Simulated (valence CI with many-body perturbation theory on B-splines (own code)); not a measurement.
Values are calculated unless marked as measured or tabulated.
Ir⁴⁴⁺: what the settings do

Level of theory: relativistic CI+MBPT: five valence electrons over a frozen Dirac-Fock core [Ar] 3d10, radial functions for each j: 6 s, 6 p, 5 d, 3 f, 1 g, with the one-electron correlation potential Σ1 (screened to all orders), the two-electron term Σ2, the three-electron term Σ3, Breit, model QED; selected single and double excitations, second order for the rest, scaled by the run's own slope (own B-spline code, finite nucleus).

No measured spectrum was set against this ion. As an estimate, large intervals hold to a few tenths of a per cent, small ones and those within an open d or f shell to about a per cent. Among the levels kept, up to 370 cm⁻¹ of a level comes from second order outside the variational space, and about a tenth of that is noise between levels of different J, which matters for small intervals.

The reference run has the lowest level (4s^2 4p1/2^2 4p3/2) J=3/2 and an ionisation energy of 2260.14 eV. Its largest variational space holds 10000 state functions.

Levels are named by their leading jj configuration (3d3/2^4 stands for four electrons in 3d with j = 3/2), which in mixed levels can hold well under half, so a name can repeat and another be missing. Letters in brackets count levels of one name in rising energy.

Changed runs:
A. shift of the energy in Σ1 (hartree) 0 → 13.339
B. three-electron term on → off
C. Breit term on → off; QED terms on → off
D. logarithmic knot step 0.27 → 0.8 (bad on purpose)

Excitation energies of the reference run in cm⁻¹, and shifts in cm⁻¹:

| Level | Reference | A | B | C | D |
| --- | --- | --- | --- | --- | --- |
| (4s^2 4p1/2 4p3/2^2) J=3/2 | 898729 | +169 | -199 | +9609 | -360 |
| (4s^2 4p1/2 4p3/2^2) J=5/2 | 945466 | +170 | -55 | +10144 | -363 |
| (4s^2 4p1/2 4p3/2^2) J=1/2 | 1004310 | +172 | +132 | +9464 | -365 |
| (4s^2 4p1/2^2 4d3/2) J=3/2 | 1328460 | -130 | -310 | +5491 | -1206 |
| (4s^2 4p1/2^2 4d5/2) J=5/2 | 1573790 | -7.6 | -331 | +9805 | -1324 |
| (4s 4p1/2^2 4p3/2^2) J=5/2 | 1766940 | +57 | -381 | +12424 | -2975 |
| (4s 4p1/2^2 4p3/2^2) J=1/2 | 1881980 | +68 | -210 | +12273 | -3160 |
| (4s 4p1/2^2 4p3/2^2) J=3/2 | 1898300 | +65 | -281 | +12591 | -3090 |
| (4s^2 4p3/2^3) J=3/2 | 1911530 | +340 | -21 | +19226 | -745 |
| (4s^2 4p1/2 4p3/2 4d3/2) J=5/2 [a] | 2221580 | +37 | -558 | +15659 | -1544 |
| (4s^2 4p1/2 4p3/2 4d3/2) J=3/2 [a] | 2225210 | +39 | -550 | +15385 | -1581 |
| (4s^2 4p1/2 4p3/2 4d3/2) J=1/2 [a] | 2227170 | +38 | -572 | +14974 | -1555 |
| Ionisation energy (eV) | 2260.14 | +0.22 | +0.32 | +1.86 | -0.08 |
